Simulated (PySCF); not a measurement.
C4H10Si, SMILES C(/C[SiH3])=C\C. Coordinates come from a PBE-D3(BJ)/def2-SVP optimisation. The values are those of a single conformer.

Task: Give the equilibrium geometry at PBE-D3(BJ)/def2-SVP (PySCF confirms it by a frequency run) as bond lengths and angles. (Estimate from the structure and the level; the computed values follow.)

Result: Several could match; the one computed here: 
Atoms: C1 C2 C3 C4 Si5 H6 H7 H8 H9 H10 H11 H12 H13 H14 H15. Bonded distances (Å): C1–C2 1.499, C1–H6 1.112, C1–H7 1.108, C1–H8 1.112, C2–C3 1.349, C2–H9 1.107, C3–C4 1.500, C3–H10 1.107, C4–Si5 1.908, C4–H11 1.111, C4–H12 1.112, Si5–H13 1.506, Si5–H14 1.504, Si5–H15 1.508. Bond angles (°): C2–C1–H6 111.5, C2–C1–H7 111.8, C2–C1–H8 111.4, H6–C1–H7 108.0, H6–C1–H8 106.0, H7–C1–H8 107.9, C1–C2–C3 125.3, C1–C2–H9 116.5, C3–C2–H9 118.2, C2–C3–C4 125.6, C2–C3–H10 118.2, C4–C3–H10 116.1, C3–C4–Si5 111.7, C3–C4–H11 111.3, C3–C4–H12 111.4, Si5–C4–H11 107.9, Si5–C4–H12 107.2, H11–C4–H12 107.1, C4–Si5–H13 110.0, C4–Si5–H14 110.0, C4–Si5–H15 110.8, H13–Si5–H14 108.6, H13–Si5–H15 108.5, H14–Si5–H15 108.9.
